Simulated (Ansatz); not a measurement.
```yaml
crystal:
  periodic: [false, false, false]
  atoms:
    - {symbol: C, position_ang: [-0.793233, 0.579654, -0.626372]}
    - {symbol: N, position_ang: [-0.118295, 0.971718, 0.405446]}
    - {symbol: Sn, position_ang: [0.863873, -1.314418, -0.262325]}
    - {symbol: H, position_ang: [-1.781845, 0.114668, -0.583112]}
    - {symbol: H, position_ang: [-0.429458, 0.855104, -1.616272]}
    - {symbol: H, position_ang: [-0.586666, 0.717857, 1.275234]}
    - {symbol: H, position_ang: [2.396086, -0.485970, -0.104647]}
    - {symbol: H, position_ang: [0.541737, -1.495713, 1.456348]}
basis:
  gaussian: {orbitals: def2-mTZVPP, fitting: {mean_field: cc-pVTZ-jkfit}}
hamiltonian: {xc: {name: wB97M-V}}
```

```sh
$ ansatz run in.yaml --threads 2 --pin off --events-out ev --progress --plain --max-ram 4352MiB
```

Shortened log:

```
Functional definition: wB97M-V
Error: <dir> the basis set cc-pVTZ-JKFIT has no functions for Sn
```
